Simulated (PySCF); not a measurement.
Cl2Mn (SMILES [Cl][Mn][Cl]), sextet, at a GFN2-xTB geometry (such geometries of metal compounds can be far from the true shape). Base run: B3LYP/3-21G (PySCF).

PySCF was given this input:
```python
from pyscf import gto, scf, dft

mol = gto.M(
    atom='''
Mn    0.00000000    0.00000000    0.00000000
Cl    0.00000000    0.00000000    1.97614452
Cl   -0.00000000   -0.00000000   -1.97614452
''',
    basis='3-21g',
    spin=5,
    verbose=5,
)

mf = dft.UKS(mol)
mf.xc = 'b3lyp'
mf.kernel()
mf.analyze()
```

Variants of this job, named by their change:

```
change                                       E (Eh)  HOMO (eV)  <S^2>  core-seconds (rough)                outcome
--------------------------------------  -----------  ---------  -----  --------------------  ---------------------
base                                    -2061.45400      -7.80  8.759                    10              converged
functional = blyp; dispersion = d4      -2061.41503      -5.81  8.757                    10              converged
functional = tpss                       -2061.44728      -6.24  8.760                    20              converged
functional = hf                         -2058.90880     -12.12  8.768                     1              converged
functional = wb97m_v                              -          -      -                     -  cut at the time limit
functional = b97m_v                     -2060.83403      -6.92  8.766                   200              converged
functional = mn15                       -2060.43881      -8.87  8.758                    30              converged
functional = m062x                      -2061.35032     -10.01  8.760                    20              converged
functional = b3lyp; dispersion = d3bjm  -2061.46303      -7.80  8.759                    10              converged
functional = revpbe                     -2061.10497      -6.06  8.760                    10              converged
functional = lc_wpbe                    -2060.94034     -11.03  8.758                    30              converged
functional = blyp; dispersion = d3bj    -2061.41565      -5.81  8.757                    10              converged
functional = pbe; dispersion = d3bj     -2060.76799      -6.08  8.760                    10              converged
```

Totals shift with the method and basis; they matter in differences.

Open shells are given as the SCF converged; they aren't shown to be the lowest states, and a large step between rows can be another state.
